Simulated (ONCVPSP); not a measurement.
How hard is this copper (Cu) ONCV potential?

```json
{
 "Element": "Cu",
 "Generator": "ONCVPSP 4.0.1",
 "Type": "optimised norm-conserving Vanderbilt (ONCV)",
 "Functional": "PBE",
 "Relativity": "scalar-relativistic",
 "Frozen core": "[Ne]",
 "Valence charge": "19",
 "Reference configuration": "3s2 3p6 3d9 (charge +2)",
 "Partial waves": "3s: rc 0.75 bohr, ncon 4, nbas 8, qcut 9.5 1/bohr, 3 projectors, debl 1 Ha; 3p: rc 0.90 bohr, ncon 3, nbas 6, qcut 11.8 1/bohr, 1 projector; 3d: rc 1.60 bohr, ncon 3, nbas 8, qcut 11.4 1/bohr, 2 projectors, debl 3.5 Ha",
 "Local potential": "polynomial inside 0.60 bohr (lpopt 2, dvloc0 1 Ha)",
 "Core correction": "Teter function, fcfact 5.5, rcfact 1.1"
}
```

In the s channel the program set the typed energies aside and used -5.155, 0.250, 1.250 Ha.

Task: For each optimised wave give the share of its norm inside rc, the residual kinetic energy above qcut (Ha) and the cutoffs (Ha) for errors of 10, 1, 0.1 and 0.01 mHa per electron.

Result:

```csv
wave,norm inside rc,residual KE,10 mHa,1 mHa,0.1 mHa,0.01 mHa
3s,0.610,1.8e-02,58.1,274.5,326.3,448.6
s projector 2,0.018,1.6e-03,31.1,48.8,140.6,310.2
s projector 3,0.018,2.0e-03,32.8,50.4,145.0,296.1
3p,0.737,6.8e-06,35.5,44.5,51.9,59.5
3d,0.901,5.1e-08,38.8,45.9,51.7,56.4
d projector 2,0.092,2.4e-07,37.7,46.2,52.8,57.9
```

The occupied waves need 274 Ha and 326 Ha for 1 and 0.1 mHa. Note: ghosts flagged at negative energy: s at -20315.4 eV; no localised positive-energy state flagged. A true bound ghost makes a file unfit for plane-wave use.
